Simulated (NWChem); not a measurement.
# Total energies of Sn

```xyz
1

Sn     0.0000     0.0000     0.0000
```
Charge 0, spin multiplicity 3.

All runs are NWChem calculations.

Basis set: def2-QZVP (82 functions).

```json
[
 {"method": "UHF", "total energy (Ha)": "-213.34066", "relative cost": "1"},
 {"method": "UMP2", "total energy (Ha)": "-213.81353", "relative cost": "under 3"},
 {"method": "UB2PLYP", "total energy (Ha)": "-214.10998", "relative cost": "under 3"},
 {"method": "UPBE", "total energy (Ha)": "-214.25037", "relative cost": "under 3"},
 {"method": "UB3LYP", "total energy (Ha)": "-214.32836", "relative cost": "under 3"},
 {"method": "UM06-2X", "total energy (Ha)": "-214.19620", "relative cost": "under 3"}
]
```

Total energies of different functionals aren't comparable as a measure of quality: only differences taken within one method are. Costs are rough ratios of processor time within this set of runs, SCF included, with UHF as 1.

Effective core potentials replace the inner electrons of Sn; spin-orbit coupling is left out. The correlated methods keep 4 core orbitals frozen. B3LYP has NWChem's definition, with VWN1-RPA local correlation. The stability of the SCF solutions was not checked. Open-shell Hartree-Fock references start from PBE0 orbitals; any time given for them includes that run.
